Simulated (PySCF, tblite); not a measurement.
Question: Write Cartesian coordinates for `C#CP(CCC)CCC` as optimised with GFN2-xTB.

Answer: 
```
atom  x, y, z in Å
C1     0.023    2.223   -2.064
C2     0.005    1.659   -1.002
P3    -0.030    0.991    0.636
C4     1.403   -0.190    0.437
C5     2.727    0.566    0.397
C6     3.915   -0.381    0.271
C7    -1.414   -0.232    0.359
C8    -2.755    0.484    0.248
C9    -3.906   -0.497    0.063
H10    0.039    2.676   -3.012
H11    1.388   -0.869    1.296
H12    1.275   -0.784   -0.473
H13    2.831    1.161    1.308
H14    2.718    1.259   -0.449
H15    3.848   -0.959   -0.649
H16    3.942   -1.074    1.109
H17    4.848    0.178    0.257
H18   -1.218   -0.819   -0.543
H19   -1.425   -0.914    1.216
H20   -2.721    1.177   -0.597
H21   -2.923    1.077    1.151
H22   -3.955   -1.190    0.900
H23   -3.774   -1.073   -0.851
H24   -4.853    0.033    0.000
```

Any rigid rotation of these coordinates is as good. Atoms count from 1 in this order. P3 (phosphine phosphorus) is pyramidal (angles 98.0°, 97.2° and 97.2°, sum 292.3°, 0.91 Å off the plane of its three neighbours). The C–C distances run from 1.203 Å (C1≡C2, drawn triple) to 1.525 Å (C4–C5, drawn single), a spread of 0.322 Å. Of the pairs four or more bonds apart, C2···H14 is among the closest relative to their van der Waals radii: 2.80 Å, 96 % of the sum of Bondi's values. The 3 C–P bonds span 1.769 Å (C2–P3, drawn single) to 1.868 Å (P3–C4, drawn single), a spread of 0.099 Å.

Bonds between heavy atoms (Å): C1≡C2 1.203, C2–P3 1.769, P3–C4 1.868, C4–C5 1.525, C5–C6 1.524, P3–C7 1.868, C7–C8 1.525, C8–C9 1.523.

Structure optimised with GFN2-xTB, isolated species.

Point group: Cs (every atom within 0.08 Å of its image). Its GFN2-xTB frequencies are all real (lowest 51 cm⁻¹). One conformer, not necessarily the lowest (C2–P3–C4–C5 73°, P3–C4–C5–C6 179°, C2–P3–C7–C8 -73°, P3–C7–C8–C9 -178°). 3 starts were optimised and ended at 0.00, 0.53 and 0.81 kcal/mol (GFN2-xTB); the lowest of these is shown.

These are computed values.
